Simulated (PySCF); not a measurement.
Coordinates in bohr (charge 0 multiplicity 3):
```
Se    0.0000    0.0000   -2.0272
Sc    2.7754    0.0000    1.8013
Sc   -2.7754    0.0000    1.8013
```

These are results of PySCF, UB3LYP, basis Se def2-SVP, Sc def2-SVP (no relativity, density fitting), not measurements.

This geometry of Sc₂Se is a stationary point at this level.

Task: What is the point group?

Result: C2v.

Task: Is it a minimum?

Result: Yes: all harmonic wavenumbers are real.

Task: Give the ideal-gas entropy at 298.15 K and 1 bar by parts.

Result: translation 172.9, rotation 110.7, vibration 24.1, spin 9.1; total 316.8 J/(mol K).

Task: What is the atomisation energy, with and without zero-point energy?

Result: 609 kJ/mol without, 604 kJ/mol with.

This need not be the most stable arrangement of these atoms. Open d and f shells are described by one determinant, and the ground state may have another occupation or spin.
